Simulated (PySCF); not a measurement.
# Scandium: a sound run and one with changed settings

Sound run: Sc⁺ [Ar] 3d1 4s1, Sc²⁺ [Ar] 3d1. Computed with PySCF 2.14 in x2c-TZVPall (6s5p4d1f, 48 functions), with scalar relativity by spin-free X2C-1e. In the sound run the correlated levels freeze [Ar]. The sound run starts from symmetry-adapted Hartree-Fock orbitals and uses a fine grid where one is needed.

Changed run: initial guess atom, at most 50 SCF cycles.

```csv
species,method,sound run (hartree),changed run (hartree),converged
Sc⁺,UHF,-763.07766,-763.07766,yes
Sc⁺,PBE,-763.71356,-763.71953,yes
Sc⁺,LDA,-761.94704,-761.95136,yes
Sc⁺,MP2,-763.08035,-763.08035,yes
Sc²⁺,UHF,-762.62829,-762.62829,yes
Sc²⁺,PBE,-763.23189,-763.23189,yes
Sc²⁺,LDA,-761.45945,-761.45945,yes
```

Ionisation energy of Sc⁺:

```
 method  sound run (eV)  changed run (eV)
    UHF          12.228            12.228
    MP2          12.301            12.301
SCS-MP2          12.252            12.252
```

The plain start fixes occupations by D2h representation alone, and Sc⁺ at PBE, Sc⁺ at LDA landed in another state (other ⟨L²⟩ or ⟨S²⟩). 

For comparison, NIST gives 12.800 eV between the lowest levels.
